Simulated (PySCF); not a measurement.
B(AsH2)2(H) (As2BH5), SMILES [AsH2]B[AsH2].

Geometry: PBE-D3(BJ)/def2-SVP. The structure was generated by enumeration, and PubChem lists no compound with its InChIKey, so it may never have been made.

All values below come from PBE-D3(BJ)/def2-SVP (PySCF).

Frequencies are harmonic and unscaled.

```
mode  ν (cm⁻¹)  IR (km/mol)  moving atoms (share of kinetic energy)
----  --------  -----------  --------------------------------------
1          116          0.1                  As 80 %, B 11 %, H 9 %
2          188          7.9                          H 74 %, B 23 %
3          216          1.0                                  H 99 %
4          391          5.5                 B 39 %, H 39 %, As 23 %
5          475         16.3                                  H 87 %
6          499          0.5                                  H 90 %
7          582          2.5                                  H 98 %
8          681          8.4                          H 55 %, B 40 %
9          741          7.8                          H 70 %, B 28 %
10         744         14.7                          H 57 %, B 40 %
11         940        142.6                          H 85 %, B 14 %
12         955          5.9                                  H 99 %
13         981          7.4                          H 77 %, B 21 %
14        2142          6.8                                  H 99 %
15        2144        121.0                                  H 99 %
16        2166         36.2                                  H 99 %
17        2169         98.5                                  H 99 %
18        2566         66.9                           H 91 %, B 9 %
```
